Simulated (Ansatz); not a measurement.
Born–Oppenheimer molecular dynamics of Cl$_{3}$FH$_{3}$OSTa (10 atoms, charge 0, multiplicity 1). It starts at the highest image of a converged band, a first-order saddle point between two minima.

Theory: RKS PBE/def2-SVP (Ansatz).

* ensemble: NVE (velocity Verlet)
* time step: 0.5 fs
* steps asked: 200
* starting velocities drawn for: 100 K
* seed: 7910

First frame:

```xyz
10
Properties=species:S:1:pos:R:3
Ta -0.365 0.429 0.360
F 1.575 -0.645 0.570
Cl -0.538 0.317 2.709
Cl 0.356 0.963 -1.814
Cl -2.322 1.621 0.149
O -0.876 -1.343 0.015
H -0.383 -2.185 -0.008
S 1.633 2.039 0.855
H 1.570 2.024 2.219
H 2.005 0.405 0.734
```

Q: How far do the bonds stretch over the last three quarters of this one trajectory? (Pairs bonded in most of those frames.)

A: 
| bond | mean (Å) | spread (Å) | shortest | longest |
| --- | --- | --- | --- | --- |
| Ta1–F2 | 1.955 | 0.072 | 1.85 | 2.13 |
| Ta1–Cl3 | 2.373 | 0.017 | 2.35 | 2.40 |
| Ta1–Cl4 | 2.379 | 0.026 | 2.33 | 2.41 |
| Ta1–Cl5 | 2.359 | 0.039 | 2.28 | 2.41 |
| Ta1–O6 | 1.879 | 0.026 | 1.84 | 1.92 |
| Ta1–S8 | 2.948 | 0.173 | 2.69 | 3.25 |
| O6–H7 | 0.978 | 0.003 | 0.97 | 0.98 |
| S8–H9 | 1.367 | 0.018 | 1.34 | 1.39 |
| S8–H10 | 1.369 | 0.017 | 1.35 | 1.42 |

Pairs bonded in part of these frames only: Ta1–H7 28 %.

Mean temperature of the second half: 436 K. The conserved energy stayed within 0.014 meV per atom of its start (net change 0.0055 meV per atom), so the integration is sound. The kinetic energy rose, since the run started high on the potential surface and went downhill. A run of 0.1 ps of so small a system gives no equilibrium averages. The orbitals stay closed-shell, which can raise the energy where a bond breaks towards radicals; this wasn't checked here.

Time of the run: 8.7 min on 4 threads of Arm Neoverse V1 (shared host), peak memory 0.25 GiB.
